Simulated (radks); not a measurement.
Q: These are the eigenvalues of the occupied orbitals of an atom or ion with whole-number occupations (eV). All-electron calculation, scalar-relativistic Kohn-Sham, Wu-Cohen GGA, spin-polarised, spherical densities, finite nucleus; Fermi nuclear charge, rms radius of each element as measured or else 0.836 A^(1/3) + 0.57 fm. Program: a radial shooting solver on a logarithmic mesh with Libxc functionals.

1s down: -40285.60
1s up: -40285.60
2s up: -6470.321
2s down: -6470.319
2p up: -5798.664
2p down: -5798.663
3s up: -1411.750
3s down: -1411.491
3p up: -1198.061
3p down: -1197.803
3d up: -894.0298
3d down: -893.8281
4s up: -304.5953
4s down: -303.8359
4p up: -234.8116
4p down: -234.0445
4d up: -134.3140
4d down: -133.5445
5s up: -63.9526
5s down: -63.4773
5p up: -46.1347
5p down: -45.7596
4f up: -29.0264

Which element is it, and in what charge state? The configuration may be excited. Open shells, if any, are filled with parallel spins first.

A: Z = 58, cerium, charge +3: Ce3+ in [Xe] 4f1. The list shows which subshells hold electrons but not how many an open one holds; the 1s level, -1480.5 hartree, gives Z - s = 54.4 by -(Z - s)^2/2, which with screening and relativity narrows Z to a few neighbours, and the depths of the outer levels then fix element, charge and occupations together.
